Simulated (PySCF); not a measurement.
C₂H₉GaO₂Si (SMILES C[O][Ga]([SiH3])[O]C), singlet, geometry from GFN2-xTB (such geometries of metal compounds can be far from the true shape), with bond 11-8 at 2.4 times its length; CASCI(2,3)+NEVPT2/STO-3G run with PySCF.

Input for PySCF:
```python
from pyscf import gto, scf, mcscf, mrpt
import numpy

mol = gto.M(
    atom='''
Ga    0.00680172   -0.00827888   -0.00064364
O    -1.51246332   -0.76093652    0.44464050
C    -2.61614763   -1.63142244    0.53779687
H    -3.53061118   -1.08664421    0.28627019
H    -2.51358411   -2.48061504   -0.14282655
H    -2.69712864   -2.00793333    1.56151612
O     1.25611297   -0.43969237   -1.15032203
C     2.02884653   -1.08667211   -2.13479862
H     2.16740755   -0.41532714   -2.98705524
H     3.00839896   -1.34067549   -1.71984630
H     0.86820723   -3.28592903   -2.97060702
Si    0.41821567    2.01285174    1.17481192
H    -0.05082981    1.89087120    2.56162180
H    -0.27935497    3.13746481    0.53332774
H     1.85919246    2.29620783    1.19009281
''',
    basis='sto-3g',
    verbose=4,
)

mf = scf.RHF(mol)
mf.kernel()
mc = mcscf.CASCI(mf, 3, 2)
mc.fix_spin_(ss=0.0)
mc.kernel()
occ = numpy.linalg.eigvalsh(mc.fcisolver.make_rdm1(mc.ci, mc.ncas, mc.nelecas))[::-1]
ss = mc.fcisolver.spin_square(mc.ci, mc.ncas, mc.nelecas)[0]
print('natural occupations', occ.round(4), ' <S^2>', round(ss, 4))
e2 = mrpt.NEVPT(mc).kernel()
print('E(NEVPT2) = %.10f' % (mc.e_tot + e2))
```

Output, abridged:

```
PySCF version 2.14.0

[INPUT] verbose = 4
[INPUT] num. atoms = 15
[INPUT] num. electrons = 82
[INPUT] charge = 0
[INPUT] spin (= nelec alpha-beta = 2S) = 0
[INPUT] symmetry False subgroup None
[INPUT] Mole.unit = angstrom
[INPUT] Symbol           X                Y                Z      unit          X                Y                Z       unit  Magmom
[...]
nuclear repulsion = 538.664121377982
number of shells = 34
number of NR pGTOs = 168
number of NR cGTOs = 56
basis = sto-3g
ecp = {}

******** <class 'pyscf.scf.hf.RHF'> ********
method = RHF
initial guess = minao
damping factor = 0
level_shift factor = 0
DIIS = <class 'pyscf.scf.diis.CDIIS'>
diis_start_cycle = 1
diis_space = 8
diis_damp = 0
SCF conv_tol = 1e-09
SCF conv_tol_grad = None
SCF max_cycles = 50
direct_scf = True
direct_scf_tol = 1e-13
Set gradient conv threshold to 3.16228e-05
Initial guess from minao.
init E= -2411.55444953177
[...]
cycle= 1 E= -2413.58769199341  delta_E= -2.03  |g|= 0.818  |ddm|=  4.4
[...]
cycle= 2 E= -2413.83353441725  delta_E= -0.246  |g|= 0.422  |ddm|= 2.01
[...]
cycle= 3 E= -2413.89716543439  delta_E= -0.0636  |g|= 0.101  |ddm|= 0.694
[...]
cycle= 4 E= -2413.90205850213  delta_E= -0.00489  |g|= 0.0579  |ddm|= 0.26
[...]
cycle= 5 E= -2413.90398960008  delta_E= -0.00193  |g|= 0.022  |ddm|= 0.14
[...]
cycle= 6 E= -2413.90446471956  delta_E= -0.000475  |g|= 0.0114  |ddm|= 0.0755
[...]
cycle= 7 E= -2413.9046014938  delta_E= -0.000137  |g|= 0.00441  |ddm|= 0.0438
[...]
cycle= 8 E= -2413.90463628142  delta_E= -3.48e-05  |g|= 0.00138  |ddm|= 0.0291
[...]
cycle= 9 E= -2413.90463982051  delta_E= -3.54e-06  |g|= 0.000596  |ddm|= 0.00882
[...]
cycle= 10 E= -2413.90464044002  delta_E= -6.2e-07  |g|= 0.000283  |ddm|= 0.00338
[...]
cycle= 11 E= -2413.90464059489  delta_E= -1.55e-07  |g|= 0.00011  |ddm|= 0.00173
[...]
cycle= 12 E= -2413.90464062313  delta_E= -2.82e-08  |g|= 4.6e-05  |ddm|= 0.000788
[...]
cycle= 13 E= -2413.9046406282  delta_E= -5.07e-09  |g|= 2.55e-05  |ddm|= 0.000299
[...]
cycle= 14 E= -2413.90464062983  delta_E= -1.64e-09  |g|= 1.41e-05  |ddm|= 0.000159
[...]
cycle= 15 E= -2413.90464063042  delta_E= -5.87e-10  |g|= 9.21e-06  |ddm|= 0.000103
[...]
Extra cycle  E= -2413.90464063053  delta_E= -1.12e-10  |g|= 7.73e-06  |ddm|= 3.11e-05
converged SCF energy = -2413.90464063053

******** <class 'pyscf.mcscf.casci.CASCI'> ********
CAS (1e+1e, 3o), ncore = 40, nvir = 13
natorb = False
canonicalization = True
sorting_mo_energy = False
******** <class 'pyscf.fci.addons.SpinPenaltyFCISolver'> ********
max. cycles = 200
conv_tol = 1e-08
davidson only = True
linear dependence = 1e-12
level shift = 0.001
max iter space = 12
nroots = 1
pspace_size = 400
spin = None
Density matrix diagonal elements [1.34317924e+00 6.56820224e-01 5.31333764e-07]
CASCI converged
CASCI E = -2414.05102886485  E(CI) = -0.869074402275601  S^2 = 0.0000000
natural occupations [1.3462 0.6538 0.    ]  <S^2> 0.0

******** <class 'pyscf.mrpt.nevpt2.NEVPT'> ********
NEVPT2 (1e+1e, 3o), ncore = 40, nvir = 13
root = 0

WARN: Active orbitals [2] (occs = [4.16326515e-07]) are canonicalized with external orbitals

Natural occ [1.34621921e+00 6.53780373e-01 4.16326515e-07]
Natural orbital (expansion on meta-Lowdin AOs) in CAS space
               #1        #2        #3
0 Ga 1s          0.00012  -0.00010  -0.00004
0 Ga 2s          0.00047  -0.00036  -0.00010
0 Ga 3s         -0.00282   0.00225   0.00084
0 Ga 4s         -0.03936   0.03355   0.01667
0 Ga 2px         0.00000  -0.00004   0.00038
0 Ga 2py         0.00002  -0.00006  -0.00042
0 Ga 2pz         0.00001  -0.00002   0.00058
0 Ga 3px         0.00003   0.00081  -0.01015
0 Ga 3py        -0.00078   0.00173   0.01108
0 Ga 3pz        -0.00061   0.00075  -0.01535
0 Ga 4px         0.01445  -0.04144   0.41513
0 Ga 4py         0.01140  -0.05783  -0.45653
0 Ga 4pz         0.00006  -0.01590   0.62791
0 Ga 3dxy       -0.06593   0.02915  -0.00709
0 Ga 3dyz        0.05099  -0.02179  -0.01374
0 Ga 3dz^2       0.04266  -0.01893  -0.02619
0 Ga 3dxz        0.05877  -0.02880  -0.02783
0 Ga 3dx2-y2    -0.08620   0.03982  -0.02363
1 O 1s          -0.00039   0.00051   0.00006
1 O 2s           0.03524  -0.03796  -0.00440
1 O 2px          0.04522  -0.03349  -0.15041
1 O 2py          0.00159   0.00547   0.16288
1 O 2pz         -0.02863   0.02603  -0.22248
2 C 1s           0.00016  -0.00011  -0.00002
2 C 2s          -0.01145   0.00916   0.00136
2 C 2px         -0.02693   0.01965  -0.00798
2 C 2py         -0.01852   0.01724   0.01406
2 C 2pz          0.00422  -0.00038  -0.01646
3 H 1s           0.00841  -0.00570  -0.06272
4 H 1s          -0.00352   0.00540   0.00042
5 H 1s           0.00847  -0.00575   0.06161
6 O 1s           0.00000  -0.00014   0.00006
6 O 2s           0.02807  -0.01011  -0.00435
6 O 2px          0.22795  -0.14172  -0.12404
6 O 2py          0.33089  -0.23318   0.13957
6 O 2pz          0.08996  -0.07589  -0.19316
7 C 1s          -0.00041   0.00123  -0.00002
7 C 2s           0.16525  -0.24623   0.00125
7 C 2px         -0.23390   0.27966  -0.01008
7 C 2py         -0.41273   0.49509   0.01078
7 C 2pz         -0.14615   0.17594  -0.01032
8 H 1s          -0.09114   0.07930  -0.05064
9 H 1s          -0.09108   0.07928   0.04968
10 H 1s          0.70952   0.68869   0.00002
11 Si 1s        -0.00005   0.00006  -0.00002
11 Si 2s         0.00011  -0.00036   0.00009
11 Si 3s        -0.03493   0.02828  -0.00686
11 Si 2px       -0.00011   0.00016  -0.00009
11 Si 2py       -0.00091   0.00094  -0.00015
11 Si 2pz       -0.00057   0.00056  -0.00019
11 Si 3px        0.01427  -0.01172   0.04860
11 Si 3py        0.06990  -0.03991  -0.04360
11 Si 3pz        0.04100  -0.02112   0.07552
12 H 1s          0.01977  -0.01313  -0.07938
13 H 1s          0.01786  -0.00884   0.13625
14 H 1s          0.01436  -0.00149  -0.05103
<CAS-nat-orb|mo-hf>  41     41       0.99780247
<CAS-nat-orb|mo-hf>  42     42       0.99780239
<CAS-nat-orb|mo-hf>  43     43       0.99998872
Sr    (-1)',   E = -0.00107016132978
Si    (+1)',   E = -0.01499072790817
Sijrs (0)  ,   E = -0.19907584819170
Sijr  (+1) ,   E = -0.06198574941202
Srsi  (-1) ,   E = -0.00487023120009
Srs   (-2) ,   E = -0.00002090377566
Sij   (+2) ,   E = -0.00841918119770
Sir   (0)' ,   E = -0.00730833179516
Nevpt2 Energy = -0.297741134810274
E(NEVPT2) = -2414.3487699997
```
